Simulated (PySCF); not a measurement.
Compound: C5H6O2.
Numbering: `[CH3:1][O:2][c:3]1[cH:4][cH:5][o:6][cH:7]1` (hydrogens: H8, H9, H10 on C1; H11 on C4; H12 on C5; H13 on C7)

Torsions of this conformer, `[CH3:1][O:2][c:3]1[cH:4][cH:5][o:6][cH:7]1`: C1–O2–C3–C4 -178°.

The closed-shell ground state was solved at several levels (PySCF, density fitting, gas phase, non-relativistic). Isolated species at its GFN2-xTB geometry (one conformer only).

| level | basis functions | total energy (Eh) | HOMO (eV) | LUMO (eV) | gap (eV) | dipole (D) |
| --- | --- | --- | --- | --- | --- | --- |
| PBE0/pcSseg-1 | 149 | -344.1130 | -6.30 | 0.48 | 6.78 | 1.06 |
| PBE0/def2-SVPD | 194 | -343.9199 | -6.34 | 0.32 | 6.66 | 0.96 |

Problem. Estimate the row for CAM-B3LYP/def2-SVPD, a basis of 194 functions; the other rows only guide the guess.

Solution. Total energy -344.1501 Eh, HOMO -7.65 eV, LUMO 1.35 eV, gap 9.00 eV, dipole 0.96 D.

Problem. Over all these levels, which gives the widest orbital gap and which the narrowest?

Solution. CAM-B3LYP/def2-SVPD (range-separated hybrid) has the widest, 9.00 eV, and PBE0/def2-SVPD (global hybrid, 25 % exact exchange) the narrowest, 6.66 eV. The two share the basis. From the narrowest to the widest the HOMO moves by -1.31 eV and the LUMO by +1.03 eV.

Problem. How far do the dipole and the HOMO energy spread over the levels?

Solution. The dipole runs from 0.96 to 1.06 D (mean 0.99 D) and the HOMO from -7.65 to -6.30 eV.
